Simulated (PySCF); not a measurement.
Two species compared at the same levels of theory.

First species: C5H8ClN.
Cartesian coordinates in Å at the GFN2-xTB level; atoms count from 1:
```xyz
15
C5H8ClN angstrom
C     -1.8980   -0.9277   -0.0939
N     -1.3255    0.3796    0.1787
C     -0.1122    0.6241   -0.5385
C      0.8771    1.6505   -0.0398
C      1.2099    0.2168   -0.0161
C      2.0548   -0.7066    0.3562
Cl     1.7358   -2.4014    0.1263
H     -1.2190   -1.7581    0.1366
H     -2.8064   -1.0394    0.4944
H     -2.1589   -0.9772   -1.1512
H     -1.1626    0.4857    1.1760
H     -0.2685    0.5564   -1.6109
H      1.3730    2.2847   -0.7600
H      0.6826    2.1395    0.9049
H      3.0136   -0.5189    0.8154
```

Second species: C7H7FO.
SMILES: `Oc1ccc(CF)cc1`

Levels: PBE0/def2-SVPD for dipole moment, HOMO energy, LUMO energy, HOMO–LUMO gap, static isotropic polarisability and electronic spatial extent ⟨r²⟩ about the centre of nuclear charge; TDDFT PBE0/def2-SVPD for lowest singlet excitation; TDA PBE0/def2-SVPD for lowest triplet excitation (Tamm–Dancoff); GFN2-xTB for rotational constant A and rotational constant C. Geometries: GFN2-xTB. Each structure is a single optimised conformer of the isolated species, non-relativistic unless stated; the electronic structure was computed with PySCF and density fitting.

The conformers computed, where there is a choice (atom-mapped SMILES and torsion angles):
- `[CH3:1][NH:2][C@H:3]1[CH2:4]/[C:5]1=[CH:6]/[Cl:7]`: C1–N2–C3–C4 -157°
- `[OH:1][c:2]1[cH:3][cH:4][c:5]([CH2:6][F:7])[cH:8][cH:9]1`: C4–C5–C6–F7 180°, H–O1–C2–C3 0°

```csv
property,column X,column Y
dipole moment,1.40 D,2.86 D
HOMO energy,-6.45 eV,-6.57 eV
LUMO energy,-0.30 eV,-0.46 eV
HOMO–LUMO gap,6.15 eV,6.11 eV
lowest singlet excitation,4.88 eV,5.08 eV
lowest triplet excitation (Tamm–Dancoff),4.05 eV,3.96 eV
static isotropic polarisability,83.4 au,85.0 au
electronic spatial extent ⟨r²⟩ about the centre of nuclear charge,1082 bohr²,1343 bohr²
rotational constant A,3.006 GHz,4.821 GHz
rotational constant C,1.056 GHz,0.790 GHz
```

**Question.** Which column belongs to which species?

**Answer.** Column X is the first species and column Y the second. The first has 15 atoms and 62 electrons, the second 16 and 66.

**Question.** How does each property change from the first species to the second?

**Answer.** dipole moment +1.46 D; HOMO energy -0.12 eV; LUMO energy -0.16 eV; HOMO–LUMO gap -0.04 eV; lowest singlet excitation +0.20 eV; lowest triplet excitation (Tamm–Dancoff) -0.09 eV; static isotropic polarisability +1.6 au; electronic spatial extent ⟨r²⟩ about the centre of nuclear charge +261 bohr²; rotational constant A +1.815 GHz; rotational constant C -0.266 GHz.

On the first: A dipole of 1.40 D is allowed in C1, and pure rotational transitions are dipole-allowed. The polarisability is 12.36 Å³ as a volume (1 au = 0.148185 Å³), or 1.35 au for each of the 62 electrons.

On the second: The principal polarisabilities are 52.9, 89.9 and 112.3 au; their mean is the isotropic value.
